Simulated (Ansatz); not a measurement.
`BC(F)CC`, charge 0, multiplicity 1.

(1) Give a relaxed structure at PBE0-D4/def2-TZVP (the Gaussian-basis code of Ansatz). (Best estimate.)

Results:

(1) Ansatz gave: 
```xyz
13

B    -0.8028   -1.0591   -1.2571
C    -0.7025   -0.7176    0.2556
F    -1.9182   -0.8914    0.9239
C    -0.1661    0.6720    0.5965
C     1.2968    0.8640    0.2371
H    -1.8239   -1.4525   -1.7323
H     0.1724   -0.9486   -1.9395
H    -0.0016   -1.4567    0.6882
H    -0.7830    1.4317    0.1065
H    -0.3084    0.8076    1.6727
H     1.9262    0.1188    0.7312
H     1.4692    0.7821   -0.8374
H     1.6417    1.8497    0.5546
```
This is one stationary point; other conformers may exist.
